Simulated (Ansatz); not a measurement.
A further run on (KCl)4 cube (K₄Cl₄).

```yaml
crystal:
  periodic: [false, false, false]
  atoms:
    - {symbol: Cl, position_ang: [-2.614737, 0.110794, -0.455680]}
    - {symbol: Cl, position_ang: [0.654701, 1.799180, 1.841365]}
    - {symbol: Cl, position_ang: [1.313747, 0.517478, -2.250065]}
    - {symbol: Cl, position_ang: [0.646355, -2.427412, 0.864366]}
    - {symbol: K, position_ang: [-0.614210, 2.306606, -0.821574]}
    - {symbol: K, position_ang: [-1.248369, -0.491881, 2.138138]}
    - {symbol: K, position_ang: [2.484691, -0.105091, 0.433199]}
    - {symbol: K, position_ang: [-0.622178, -1.709675, -1.749749]}
basis:
  gaussian: {orbitals: def2-SVPD}
hamiltonian: {xc: {name: B97M-V}}
scf: {lower_state_search: off}
```

```sh
$ ansatz run in.yaml --threads 4 --pin off --events-out ev --progress --plain --max-ram 4787MiB
```

Output, abridged:

```
Functional definition: B97M-V
2296 factors; their error is unknown
mean field evaluation 1: about -115346.3318 eV, gradient 4.4e1 eV
mean field evaluation 2: about -115342.9500 eV, gradient 5.6e1 eV
mean field evaluation 4: about -115351.9615 eV, gradient 2.8e-1 eV
mean field evaluation 8: about -115351.8333 eV, gradient 3.0e-2 eV
mean field -115351.83327933 eV, -4239.1016847345 hartree, gradient 3.9e-6 eV, S^2 0.000000; 0 other end points of the search recorded, 0 dependent functions left out
reference -115351.83342025 eV, -4239.1016899131 hartree; 72, 72 occupied and 144, 144 virtual orbitals, 2296 factors
Total energy: -115351.83342025 eV, -4239.1016899131 hartree
Checks for a lower state left out: stability, starts, cluster_reference, orbital_swaps, neighbouring_geometries, increment
```

It took 6.5 s on 4 threads of INTEL XEON PLATINUM 8581C on a shared host, peak host memory 0.63 GiB.
